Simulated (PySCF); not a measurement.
# Spinor energies of Sn(41+) (tin, charge +41)

Start: [He] 2s2 2p5; 2p1/2 filled at m_j = -1/2, +1/2; 2p3/2 filled at m_j = -1/2, +1/2, +3/2. Calculated with PySCF 2.14 in an uncontracted even-tempered set (17 s from 20 bohr⁻², ratio 2.4; 12 p from 26 bohr⁻², ratio 2.4; 5 d from 96 bohr⁻², ratio 2.6; 4 f from 140 bohr⁻², ratio 2.6): generalised Hartree-Fock with the X2C-1e Hamiltonian and a Gaussian nucleus; one run each with spin-orbit coupling (SO) switched off, then screened by Boettger's factors.

```json
{"spinor shell": "1s1/2", "electrons": "2", "ε, spin-free (eV)": "-32230.0", "ε, screened SO (eV)": "-32224.3", "weight of nominal j (screened SO)": "1.000", "rms radius, screened SO (bohr)": "0.0332"}
{"spinor shell": "2s1/2", "electrons": "2", "ε, spin-free (eV)": "-7126.6", "ε, screened SO (eV)": "-7124.9", "weight of nominal j (screened SO)": "1.000", "rms radius, screened SO (bohr)": "0.132"}
{"spinor shell": "2p1/2", "electrons": "2", "ε, spin-free (eV)": "-6714.4", "ε, screened SO (eV)": "-6880.8", "weight of nominal j (screened SO)": "0.998", "rms radius, screened SO (bohr)": "0.114"}
{"spinor shell": "2p3/2", "electrons": "3", "ε, spin-free (eV)": "-6714.4", "ε, screened SO (eV)": "-6637.2", "weight of nominal j (screened SO)": "0.999", "rms radius, screened SO (bohr)": "0.118"}
```

```
   quantity    spin-free  screened SO
E (hartree)  -4474.62091  -4478.62187
        M_J          3/2          3/2
       ⟨J²⟩        3.750        3.750
       ⟨L²⟩        2.000        2.005
       ⟨S²⟩        0.750        0.754
```

Each row is a mean over spinors that exchange with the open shell spreads, by up to 40.492 eV (2s1/2).

Breit and QED terms are absent; they matter most for the inner s and p1/2 levels.

Densities and radii are taken from the X2C orbitals without a picture-change correction, which distorts them close to the nucleus.

Without spin-orbit coupling the j labels of p, d and f shells carry no meaning; the spin-free column gives the mean over the occupied spinors of each nl shell.
